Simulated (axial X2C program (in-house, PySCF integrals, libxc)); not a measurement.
## Worked dissociation energy of MoC: B3LYP, two-component

Computed with an axial X2C code built on PySCF integrals. Two-component (2c) means X2C with spin–orbit coupling and atomic mean-field two-electron Coulomb and Gaunt terms. Basis: Mo dyall-cv3z [11s12p9d5f3g], C dyall-v3z [7s6p2d1f] (cores contracted in-house); Gaussian nuclei, density fitting, unrestricted open shells. Masses: Mo 97.905 u, C 12.000 u.

Molecular state: Ω = 1 (⟨Sz⟩ = 1.00, ⟨Lz⟩ = 0.00 at B3LYP).

```
E(Mo) (2M_J = 6) : -4046.847305 hartree
E(C) (2M_J = 2)  : -37.875532 hartree
E(MoC) at Re     : -4084.903457 hartree
ωe               : 1052.1 cm⁻¹
ωexe             : 6.18 cm⁻¹
```

Problem. Work out De and D0.

Solution. De = -4046.847305 + (-37.875532) − (-4084.903457) = 0.18062 hartree = 4.915 eV. The zero-point energy is ωe/2 − ωexe/4 = 524 cm⁻¹ = 0.065 eV, so D0 = 4.850 eV.

One determinant describes the state; a PBE0 search over occupations chose it and may have missed a lower one. De is counted from the lowest determinant-based energies of the atoms at the same level, without counterpoise correction. Density functionals use the spin component along the axis (collinear). A 2c atom that is not at its ground J level misses part of its spin–orbit lowering, and De is too large by that part (0.04 eV or less for light atoms). This holds for B3LYP. Without a current term, density functionals place determinants with orbital angular momentum somewhat too high. With several unpaired electrons one determinant need not be a pure state. Open-shell Ω = 0 determinants with evenly filled partner blocks cannot be reached by this program, so the Ω shown need not be the lowest component. The determinant is spin-polarised beyond a pure state at some levels (its spin-free form has ⟨S²⟩ too high), which makes Re and μ there less reliable.

Each atomic determinant is the lowest at this level and need not be a pure J level. Totals compare only within one Hamiltonian and basis.
